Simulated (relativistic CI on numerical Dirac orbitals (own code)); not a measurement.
# One change at a time: Sb³⁴⁺

Base calculation: Dirac-Coulomb-Breit CI, KLI orbitals optimised for each configuration, model QED (radiative potential, 1s self-energy scaled to tabulated hydrogen-like ionisation energies), unscaled Slater integrals.

Configurations in the expansion (outside the closed core [Ne]): 3s²3p⁵, 3s3p⁶, 3s²3p⁴3d, 3s3p⁵3d, 3p⁶3d, 3s3p⁴3d², 3s²3p³3d4p, 3p⁶4s, 3s3p⁴3d4s, 3s²3p⁴4s, 3p⁶4p, 3s²3p⁴4p, 3s²3p³3d², 3s²3p²3d³, 3s3p³3d³, 3s²3p²3d²4s, 3s²3p²3d²4p. Double excitations out of closed p, d and f shells are left out; levels of such configurations are missing from the list, as are those of other unlisted configurations, and high levels can miss mixing partners.

Variants: (1) Breit term removed; (2) QED terms removed. Shifts of the energy above 3s²3p⁵ ²P°3/2, in cm⁻¹, for the lowest level and the first level of each name with at least 55 % of one term (blank where a level changes its place among those of its configuration and J or its character, or is not in the variant):

| Level | Base | Δ(1) | Δ(2) |
| --- | --- | --- | --- |
| 3s²3p⁵ ²P°3/2 | 0 | 0 | 0 |
| 3s²3p⁵ ²P°1/2 | 475888 | +6601 | -813 |
| 3s²3p⁴3d ⁴F9/2 | 1299917 | +9786 | +817 |
| 3s²3p⁴3d ⁴D1/2 | 1585651 | +10221 | +347 |
| 3s²3p⁴3d ²G7/2 | 1702713 | +13054 | +307 |
| 3s²3p⁴3d ²G9/2 | 1799907 | +17320 | +3 |
| 3s3p⁵3d ⁴F°9/2 | 2584820 | +11479 | +6710 |

At this charge energies of transitions that change n are usually good to better than 1 %, and those within a shell (Δn = 0) to a few per cent.

Ionisation energy from the two ground configurations alone: base 2265.84 eV; Breit term removed 2267.44 eV. The NIST ASD value (theoretical) is 2266 eV.

LS names give the leading component of a level, which can be under half, so a name can repeat, a term be missing and a line seem to break the LS rules.
